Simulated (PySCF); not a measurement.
**Polarisability and C₆ of Hf³⁺ (hafnium, charge +3)**

[Xe] 4f14 5d1, 2D determinant. All numbers are calculated (PySCF 2.14, scalar relativity through the core potential, in def2-TZVPPD with the def2 core potential (60 electrons) (6s5p3d2f1g, 59 functions)). Coupled (time-dependent) response in atomic units; α is the mean over directions.

```tsv
method	mean α (bohr³)	α xx, yy, zz	C₆ (like pair)	S(−4)
UHF	6.052	6.987, 6.987, 4.182	24.88	18.35
PBE	6.388	7.438, 7.438, 4.287	26.04	23.50
PBE0	6.226	7.220, 7.220, 4.238	25.49	20.90
wB97X-V	6.199	7.185, 7.185, 4.227	25.33	20.94
```

S(−4) is the Cauchy moment in α(ω) = α(0) + S(−4) ω² + …

Spin-orbit coupling is absent.

α(iu) at PBE0:

| u (hartree) | α(iu) (bohr³) |
| --- | --- |
| 0 | 6.226 |
| 0.0500 | 6.175 |
| 0.100 | 6.032 |
| 0.200 | 5.587 |
| 0.300 | 5.094 |
| 0.500 | 4.245 |
| 0.750 | 3.446 |
| 1.00 | 2.835 |
| 1.50 | 1.969 |
| 2.00 | 1.411 |
| 3.00 | 0.7945 |
| 5.00 | 0.3362 |

A single London oscillator, α(iu) = α/(1 + u²/ω²), gives C₆ = (3/4) ω α². Matching the computed C₆ needs ω = 4 × 25.49 / (3 × 6.226²) = 0.877 hartree.

For an ion, C₆ is the dispersion term alone; charge-induced terms of lower order in 1/R come first.

The components differ because the open shell of this determinant is not spherical; for a pure term their mean is the scalar polarisability.

Energies and moments cover only the electrons outside the core potential. Spin-orbit coupling, absent here, splits the open shell strongly.
